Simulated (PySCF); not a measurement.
**Fluorine: a sound run and one with changed settings**

Sound run: F⁺ [He] 2s2 2p4, F²⁺ [He] 2s2 2p3. All numbers are calculated (PySCF 2.14, no relativity, point nucleus, in 6-31G* (3s2p1d, 14 functions)). In the sound run the correlated levels freeze 1s2. The sound run starts from symmetry-adapted Hartree-Fock orbitals and uses a fine grid where one is needed.

Changed run: initial guess atom, at most 50 SCF cycles, level shift 0.5 hartree.

```tsv
species	method	sound run (hartree)	changed run (hartree)	converged
F⁺	UHF	-98.78846	-98.78846	yes
F⁺	B3LYP	-99.07442	-99.07442	yes
F⁺	TPSS	-99.08866	-99.08866	yes
F⁺	MP2	-98.86553	-98.85283	yes
F⁺	CCSD(T)	-98.87940	-98.87940	yes
F²⁺	UHF	-97.55968	-97.55968	yes
F²⁺	B3LYP	-97.76444	-97.76444	yes
F²⁺	TPSS	-97.78357	-97.78357	yes
F²⁺	MP2	-97.60590	-97.59845	yes
F²⁺	CCSD(T)	-97.61851	-97.61851	yes
```

Ionisation energy of F⁺:

| method | sound run (eV) | changed run (eV) |
| --- | --- | --- |
| UHF | 33.437 | 33.437 |
| B3LYP | 35.646 | 35.646 |
| TPSS | 35.513 | 35.513 |
| MP2 | 34.276 | 34.133 |
| SCS-MP2 | 34.258 | 34.120 |
| CCSD | 34.296 | 34.296 |
| CCSD(T) | 34.311 | 34.311 |

A level shift leaves the converged SCF energy unchanged but raises the virtual orbital energies, which shrinks MP2 if it is not removed.

For comparison, NIST gives 34.971 eV between the lowest levels.
